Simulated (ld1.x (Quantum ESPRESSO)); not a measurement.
# rhenium, TM: configuration errors across variants

- Element: Re
- Generator: ld1.x (Quantum ESPRESSO) 7.5
- Type: norm-conserving Troullier–Martins (Kleinman–Bylander form)
- Functional: LDA (PZ)
- Relativity: fully relativistic
- Frozen core: [Xe] 4f14
- Valence charge: 7
- Reference configuration: 5d5 6s2 6p0
- Partial waves: 6p (bound, empty): rc 3.35 bohr; 5d (bound): rc 1.35 bohr; 6s (bound): rc 2.30 bohr
- Local potential: the s channel
- Core correction: Bessel-smoothed model core, default radius (core density twice the valence density)

Open shells are filled in proportion to 2j + 1 (rel_dist='average').

All-electron excitation energies from the reference (eV): (1) 5d5 6s1 6p0 9.520; (2) 5d5 6s0 6p0 26.200; (3) 5d4 6s0 6p0 53.638; (4) 5d5.5 6s1.5 6p0 0.388; (5) 5d5 6s0 6p2 9.944; (6) 5d5 6s0 6p1 15.364; (7) 5d5 6s1.5 6p0 3.905.

A true bound ghost makes a file unfit for plane-wave use even where its test errors are small: the radial tests pick states by their node count and pass the ghost by.

Errors AE − PS in meV (a dash: test not solved or not reliable):

| change | (1) | (2) | (3) | (4) | (5) | (6) | (7) | bound ghosts |
| --- | --- | --- | --- | --- | --- | --- | --- | --- |
| base | -6.4 | -37 | -154 | -15 | -10 | -11 | -1.4 | none |
| all radii but the core radius scaled by about 0.74 (s 1.70, p 2.48, d 1.00 bohr) | – | – | – | – | -40 | -35 | +1.3 | p1/2, p3/2, s (extra level of the local part) |
| all radii but the core radius scaled by about 0.86 (s 1.98, p 2.90, d 1.16 bohr) | -2.6 | -22 | -159 | -10 | -6.9 | -3.6 | -0.5 | none |
| all radii but the core radius scaled by about 1.10 (s 2.52, p 3.68, d 1.48 bohr) | -7.0 | -39 | -153 | -16 | -5.6 | -7.6 | -1.5 | none |
| all radii but the core radius scaled by about 1.16 (s 2.68, p 3.90, d 1.56 bohr) | -6.7 | -38 | -155 | -16 | -1.2 | -3.2 | -1.5 | none |
| all radii but the core radius scaled by about 1.27 (s 2.92, p 4.24, d 1.70 bohr) | -5.3 | -36 | -180 | -13 | +5.6 | +5.2 | -1.1 | none |

Problem. Give the same row for: all radii but the core radius scaled by about 1.35 (s 3.10, p 4.50, d 1.82 bohr).

Solution. -4.4, -36, -207, -11, +14, +15, -0.8; bound ghosts: none.
